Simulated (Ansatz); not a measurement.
Basis-set series for `C[Se][Al]([Se]C)[Se]C`. The species carries charge 0 and has multiplicity 1. The geometry is a stationary point of PBE0-D4/def2-TZVP. It is one conformer, not always the lowest.

| functional | basis | functions | energy (Eh) | HOMO (eV) | LUMO (eV) |
| --- | --- | --- | --- | --- | --- |
| PBE0-D4 | def2-SVP | 201 | -7564.81712 | -6.57 | -0.56 |
| PBE0-D4 | def2-QZVPP | 778 | -7566.08502 | -6.66 | -0.66 |
| ωB97M-V | def2-SVP | 201 | -7565.41474 | -8.68 | 1.11 |
| ωB97M-V | def2-QZVPP | 778 | -7566.68287 | -8.79 | 0.79 |

(1) Give the rows for def2-TZVPP. (An estimate is asked.)

## Answers

(1) Computed: 
```tsv
functional	basis	functions	energy (Eh)	HOMO (eV)	LUMO (eV)
PBE0-D4	def2-TZVPP	405	-7565.91962	-6.65	-0.64
ωB97M-V	def2-TZVPP	405	-7566.52225	-8.78	0.99
```

Positive LUMOs are unbound and depend on the basis. Scalar relativity is left out up to krypton.
